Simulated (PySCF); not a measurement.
OV, SMILES [O]=[V] (connectivity only; charge and spin as stated), neutral, multiplicity 4.

Coordinates come from a B3LYP-D3(BJ)/def2-TZVPD optimisation. The multiplicity is an assumed one; other spin states were not compared.

All values below come from PBE/def2-TZVPD (PySCF).

Gas-phase values at a fixed geometry.

Computed frontier levels, dipole moment and polarisability:
| Quantity | Result |
|---|---|
| α spin, highest occupied and lowest empty level | -4.41 and -3.20 eV |
| β spin, highest occupied and lowest empty level | -8.12 and -2.71 eV |
| dipole moment | 3.22 D |
| mean static polarisability | 72.4 bohr³ (10.73 Å³) |
| polarisability, principal values | 68.6, 74.2, 74.2 bohr³ |
| ⟨S²⟩ | 3.791 (pure state 3.75) |
